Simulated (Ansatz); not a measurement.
Input for Ansatz (development build ahead of 0.2.0):

```yaml
crystal:
  periodic: [false, false, false]
  atoms:
    - { symbol: Si, position_ang: [0.0, 0.0, 0.0] }
    - { symbol: C, position_ang: [0.0, 0.0, 4.584] }
    - { symbol: Be, position_ang: [0.0, 4.2858, -3.001] }
basis:
  gaussian: { orbitals: pcseg-2 }
magnetization:
  initial_magnetization: 2
hamiltonian:
  xc: pbe0
```

The input is written out in the form of the current development build from the run's settings.

Results

```yaml
Converged: yes
Total_energy: -341.65004 hartree
Spin_squared_of_the_determinant: 2.000
Stability_test: minimum among restricted orbitals
```

Caution: stretched shape with no unrestricted run beside it, a lower state can exist; charge can spread falsely over distant fragments; other spin multiplicities may lie lower.
